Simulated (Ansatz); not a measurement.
```yaml
atoms:
  - { symbol: Ti, position_ang: [-0.0046, 0.0309, -0.0390] }
  - { symbol: Cl, position_ang: [1.2073, 1.2625, 1.2724] }
  - { symbol: Cl, position_ang: [1.2276, -1.1979, -1.2345] }
  - { symbol: Cl, position_ang: [-1.2497, 1.2923, -1.2561] }
  - { symbol: Cl, position_ang: [-1.2453, -1.2822, 1.2117] }
```

Basis set: 6-31G (spherical functions). Frozen core: 25 orbitals. Charge 0, multiplicity 1.

Computed with Ansatz (development build ahead of 0.2.0); each method stands on the lowest determinant of its kind that the runs found. Restricted open shells among the atoms or ions are ROHF, correlated in semicanonical orbitals with singles.

(1) Give the atomization energy at this shape (free ground-state atoms in the same class of orbitals less the molecule, no zero-point energy) of singlet TiCl₄ by RHF-MP2, RHF.

Results:

(1)

```tsv
method	atomization energy
RHF-MP2	1406.4 kJ/mol
RHF	844.9 kJ/mol
```

Caution: no unrestricted run beside it, a lower state can exist; other spin multiplicities were not run.

This basis has no polarisation functions and is too small for such energies, which can lie far from measured ones in either direction.
